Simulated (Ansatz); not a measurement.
**A substitution series on Si: H to CH3**

On one Si centre, n of the H ligands are replaced by CH3. The mean Si–H bond length y in Å at PBE0-D4/def2-TZVP. The shapes are optimised at that level. Programs: Ansatz 0.2.0.

```
  molecule  n  y (Å)
      SiH4  0  1.485
 SiH3(CH3)  1  1.488
SiH2(CH3)2  2      ?
 SiH(CH3)3  3  1.494
```

Q: Fit y = c + s·n to the known rows and predict SiH2(CH3)2.

A: 
1. Means of the 3 rows: n = 1.33333, y = 1.4890.
2. Σ(Δn)² = 4.6667, Σ(Δn·Δy) = 0.014, so the slope is 0.014/4.6667 = 0.003.
3. Intercept: 1.4890 − (0.003) × 1.33333 = 1.4850. The largest residual of the fit is 0.0000.
4. SiH2(CH3)2: 1.4850 + (0.003) × 2 = 1.491 Å.

The run gave 1.491 Å, so the prediction is off by 0.000 Å: they agree to the digits shown. The steps are nearly additive.
